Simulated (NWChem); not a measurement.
Species: CrO$_{2}$BrF; SMILES [O]=[Cr](=[O])([F])[Br]

This build's default masses of Se (78.918 u) and Br (79.917 u) are each other's, which moves their modes by up to 0.6 %.

Question: Give the equilibrium geometry at PBE0/def2-SVP (NWChem) as a list of bonds and angles, with the point group.

Answer: point group Cs; any orientation.
Bonds (Å): Cr1–O2 1.525, Cr1–O3 1.525, Cr1–F4 1.686, Cr1–Br5 2.265. Bond angles (°): O2–Cr1–O3 108.5, O2–Cr1–F4 110.4, O2–Cr1–Br5 108.1, O3–Cr1–F4 110.4, O3–Cr1–Br5 108.1, F4–Cr1–Br5 111.2.
